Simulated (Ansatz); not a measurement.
`B[Se]C` + H₂ → `C[SeH]` + BH₃ at 600 K and 1 bar (hydrogenolysis of the Se–B bond).

Calculated with Ansatz (gas phase, PBE0-D4/def2-TZVP geometries, no zero-point term in ΔE). CCSD(T)/CBS is the MP2 limit (def2-TZVPP, def2-QZVPP) plus CCSD(T) − MP2 in def2-TZVPP, frozen cores. This one scheme is used for every species. For Se outer-core shells are correlated without core-valence functions, which leaves a few kJ/mol of doubt a bond. Scalar relativity is left out up to krypton.

```json
{"species": "`B[Se]C`", "CCSD(T)/CBS energy (Eh)": "-2466.56684", "H − E (kJ/mol)": "197.8", "S (J/(mol·K))": "365.8"}
{"species": "H₂", "CCSD(T)/CBS energy (Eh)": "-1.17544", "H − E (kJ/mol)": "43.9", "S (J/(mol·K))": "150.8"}
{"species": "`C[SeH]`", "CCSD(T)/CBS energy (Eh)": "-2441.15625", "H − E (kJ/mol)": "149.5", "S (J/(mol·K))": "312.9"}
{"species": "BH₃", "CCSD(T)/CBS energy (Eh)": "-26.55200", "H − E (kJ/mol)": "91.5", "S (J/(mol·K))": "217.3"}
```

H − E and S are ideal-gas, rigid-rotor, harmonic terms from PBE0-D4/def2-TZVP. The MP2-based limit puts H₂ 0.8 mEh under its directly extrapolated value; such offsets cancel only in part. 1 Eh = 2625.50 kJ/mol, R = 8.31446 J/(mol·K).

Question: By hand: ΔE, ΔH, ΔS and ΔG.

Answer: ΔE = (-2441.15625) + (-26.55200) − (-2466.56684) − (-1.17544) = 0.03403 Eh = 89.3 kJ/mol. Δ(H − E) = 149.5 + 91.5 − 197.8 − 43.9 = -0.7, so ΔH = 88.6 kJ/mol. ΔS = 312.9 + 217.3 − 365.8 − 150.8 = 13.6 J/(mol·K). ΔG = 88.6 − 600 × (13.6)/1000 = 80.4 kJ/mol.

Question: By hand: the equilibrium constant, and the temperature at which ΔG would vanish if ΔH and ΔS stayed fixed.

Answer: log₁₀ K = −ΔG/(RT ln 10) = -7.0. ΔG = 0 at ΔH/ΔS = 6515 K, far beyond where these terms or the molecules hold.

The number of gas molecules stays the same, so ΔS is small and ΔH decides. A doubt of 5 kJ/mol in ΔE shifts log₁₀ K by 0.4 here. These are equilibria of isolated gas molecules and say nothing of rates. Largest T1 diagnostic: 0.013 (customary marks: 0.02 for closed shells, 0.045 for open ones).
